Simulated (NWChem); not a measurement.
System: C₈H₉FO₂; SMILES C#CC(C)(C)OC(=O)C(=C)F

Parts of the log:

```
             Northwest Computational Chemistry Package (NWChem) 7.3.0
             --------------------------------------------------------

                             Geometry "geometry" -> ""
                             -------------------------

 Output coordinates in angstroms (scale by  1.889725989 to convert to a.u.)

  No.       Tag          Charge          X              Y              Z
 ---- ---------------- ---------- -------------- -------------- --------------
    1 C                    6.0000     1.78982500     3.10886700     0.00000000
    2 C                    6.0000     0.87463900     2.31814400     0.00000000
    3 C                    6.0000    -0.27736800     1.40479000     0.00000000
    4 C                    6.0000    -1.09958500     1.61445700    -1.27199700
    5 C                    6.0000    -1.09958500     1.61445700     1.27199700
    6 O                    8.0000     0.32364000     0.07947700     0.00000000
    7 C                    6.0000    -0.42484000    -1.01651200     0.00000000
    8 O                    8.0000    -1.62916900    -1.06463200     0.00000000
    9 C                    6.0000     0.42943000    -2.24671300     0.00000000
   10 C                    6.0000    -0.09415000    -3.47038700     0.00000000
   11 F                    9.0000     1.73840700    -2.03685800     0.00000000
   12 H                    1.0000     2.61138700     3.80165100     0.00000000
   13 H                    1.0000    -1.97007800     0.94687100    -1.27752100
   14 H                    1.0000    -1.44141000     2.65798200    -1.31417200
   15 H                    1.0000    -0.47928700     1.41876100    -2.15790400
   16 H                    1.0000    -1.44141000     2.65798200     1.31417200
   17 H                    1.0000    -1.97007800     0.94687100     1.27752100
   18 H                    1.0000    -0.47928700     1.41876100     2.15790400
   19 H                    1.0000     0.54651900    -4.35325800     0.00000000
   20 H                    1.0000    -1.17868700    -3.57466800     0.00000000

 Effective nuclear repulsion energy (a.u.)     606.7507859180

                                 NWChem DFT Module
                                 -----------------

 Summary of "ao basis" -> "ao basis" (spherical)
 ------------------------------------------------------------------------------
       Tag                 Description            Shells   Functions and Types
 ---------------- ------------------------------  ------  ---------------------
 C                           6-31g*                  6       14   3s2p1d
 O                           6-31g*                  6       14   3s2p1d
 F                           6-31g*                  6       14   3s2p1d
 H                           6-31g*                  2        2   2s

 in cosmo_initialize ...

 solvent parameters
 solvname_short: unkn
 solvname_long:  unknown
 dielec:        2.0000

          ---------------
          -cosmo- solvent
          ---------------
 Cosmo: York-Karplus, doi: 10.1021/jp992097l
 dielectric constant -eps-     =   2.00
 screen = (eps-1)/(eps    )    =   0.50000
 surface charge correction     = lagrangian

   van der Waals surface
 --------------------------

[...]

                                   COSMO solvation results
                                   -----------------------

                 gas phase energy =      -560.385177892061
                 sol phase energy =      -560.390349049253
 (electrostatic) solvation energy =         0.005171157192 (    3.24 kcal/mol)

                       DFT Final Molecular Orbital Analysis
                       ------------------------------------

 Vector   39  Occ=2.000000D+00  E=-3.479283D-01
              MO Center=  1.1D+00,  2.3D+00,  2.8D-10, r^2= 3.4D+00
   Bfn.  Coefficient  Atom+Function         Bfn.  Coefficient  Atom+Function
  ----- ------------  ---------------      ----- ------------  ---------------
    18      0.299654   2 C  py                4      0.294402   1 C  py
     3     -0.254271   1 C  px               17     -0.247804   2 C  px
    21     -0.185498   2 C  px                7     -0.180258   1 C  px
     8      0.180441   1 C  py              102      0.170976   8 O  py
    22      0.143387   2 C  py              106      0.125075   8 O  py

 Vector   40  Occ=2.000000D+00  E=-3.385360D-01
              MO Center=  1.0D+00,  2.5D+00,  1.6D-09, r^2= 2.7D+00
   Bfn.  Coefficient  Atom+Function         Bfn.  Coefficient  Atom+Function
  ----- ------------  ---------------      ----- ------------  ---------------
     5      0.394892   1 C  pz               19      0.363301   2 C  pz
     9      0.264136   1 C  pz               23      0.226984   2 C  pz
    33     -0.151977   3 C  pz               45      0.101556   4 C  px
    59     -0.101556   5 C  px               47      0.100132   4 C  pz
    61      0.100132   5 C  pz               48      0.092400   4 C  s

 Vector   41  Occ=2.000000D+00  E=-3.356613D-01
              MO Center=  1.7D-01, -2.6D+00, -4.0D-10, r^2= 2.3D+00
   Bfn.  Coefficient  Atom+Function         Bfn.  Coefficient  Atom+Function
  ----- ------------  ---------------      ----- ------------  ---------------
   131      0.386764  10 C  pz              117      0.363353   9 C  pz
   135      0.298701  10 C  pz              145     -0.257427  11 F  pz
   121      0.214632   9 C  pz              149     -0.211460  11 F  pz
   103     -0.179720   8 O  pz              107     -0.136508   8 O  pz
    75     -0.044138   6 O  pz               79     -0.043007   6 O  pz

 Vector   42  Occ=0.000000D+00  E=-5.370982D-03
              MO Center= -2.6D-01, -2.0D+00,  7.1D-10, r^2= 3.2D+00
   Bfn.  Coefficient  Atom+Function         Bfn.  Coefficient  Atom+Function
  ----- ------------  ---------------      ----- ------------  ---------------
   135      0.470406  10 C  pz               89     -0.346125   7 C  pz
   131      0.334739  10 C  pz               93     -0.323816   7 C  pz
   121     -0.314734   9 C  pz              107      0.293457   8 O  pz
   103      0.270574   8 O  pz              117     -0.259711   9 C  pz
    75      0.193166   6 O  pz               79      0.180008   6 O  pz

 Vector   43  Occ=0.000000D+00  E= 7.350784D-02
              MO Center=  9.2D-01,  2.2D+00, -3.1D-09, r^2= 3.8D+00
   Bfn.  Coefficient  Atom+Function         Bfn.  Coefficient  Atom+Function
  ----- ------------  ---------------      ----- ------------  ---------------
    76     -0.483340   6 O  s                 8      0.460626   1 C  py
     7     -0.370430   1 C  px               36     -0.368316   3 C  py
    22     -0.358696   2 C  py               21      0.320704   2 C  px
     4      0.282902   1 C  py               18     -0.269614   2 C  py
     3     -0.232669   1 C  px               35      0.211781   3 C  px

 Vector   44  Occ=0.000000D+00  E= 9.238069D-02
              MO Center=  9.5D-01,  2.3D+00,  3.0D-09, r^2= 4.1D+00
   Bfn.  Coefficient  Atom+Function         Bfn.  Coefficient  Atom+Function
  ----- ------------  ---------------      ----- ------------  ---------------
     9      0.645295   1 C  pz               23     -0.592711   2 C  pz
    48     -0.491937   4 C  s                62      0.491937   5 C  s
    19     -0.380044   2 C  pz                5      0.371560   1 C  pz
   158      0.288932  13 H  s               166     -0.288932  17 H  s
    37     -0.262996   3 C  pz               50      0.149163   4 C  py

------------------------------------------------------------
EAF file 0: "./job.aoints.0" size=374341632 bytes
------------------------------------------------------------
               write      read    awrite     aread      wait
               -----      ----    ------     -----      ----
     calls:      714        14         0      9982      9982
   data(b): 3.74e+08  7.34e+06  0.00e+00  5.23e+09
   time(s): 0.00e+00  0.00e+00  0.00e+00  0.00e+00  0.00e+00
rate(mb/s): 0.00e+00  0.00e+00
------------------------------------------------------------

     Multipole analysis of the density
     ---------------------------------

     L   x y z        total         alpha         beta         nuclear
     -   - - -        -----         -----         ----         -------
     0   0 0 0     -0.000000    -41.000000    -41.000000     82.000000

     1   1 0 0     -0.026417     -0.003095     -0.003095     -0.020228
     1   0 1 0      0.297927      0.460193      0.460193     -0.622459
     1   0 0 1     -0.000000     -0.000000     -0.000000     -0.000000

     2   2 0 0    -48.291661   -222.658675   -222.658675    397.025688
     2   1 1 0      1.080368     -2.843999     -2.843999      6.768366
     2   1 0 1      0.000000      0.000000      0.000000     -0.000000
     2   0 2 0    -36.897162   -651.752585   -651.752585   1266.608008
     2   0 1 1      0.000000      0.000000      0.000000      0.000000
     2   0 0 2    -46.334070    -86.458850    -86.458850    126.583630
```

Level: M05-2X/6-31G* (spherical d), COSMO on the gas-phase geometry. All runs use the structure optimised with PBE0/def2-SVP. Not confirmed as a minimum by frequencies. COSMO prints the solvation energy as gas minus solution, so a positive value is a stabilisation.

Q: Reconstruct the input file.

A: Several could match; the one computed here: the input that was run:
```
start job
memory heap 200 mb stack 900 mb global 1100 mb
geometry units angstroms noautosym nocenter noautoz
  C      1.789825     3.108867     0.000000
  C      0.874639     2.318144     0.000000
  C     -0.277368     1.404790     0.000000
  C     -1.099585     1.614457    -1.271997
  C     -1.099585     1.614457     1.271997
  O      0.323640     0.079477     0.000000
  C     -0.424840    -1.016512     0.000000
  O     -1.629169    -1.064632     0.000000
  C      0.429430    -2.246713     0.000000
  C     -0.094150    -3.470387     0.000000
  F      1.738407    -2.036858     0.000000
  H      2.611387     3.801651     0.000000
  H     -1.970078     0.946871    -1.277521
  H     -1.441410     2.657982    -1.314172
  H     -0.479287     1.418761    -2.157904
  H     -1.441410     2.657982     1.314172
  H     -1.970078     0.946871     1.277521
  H     -0.479287     1.418761     2.157904
  H      0.546519    -4.353258     0.000000
  H     -1.178687    -3.574668     0.000000
end
basis spherical
  * library 6-31g*
end
dft
  xc m05-2x
  iterations 150
  semidirect filesize 400000000
end
cosmo
  dielec 2.0
end
task dft energy
```
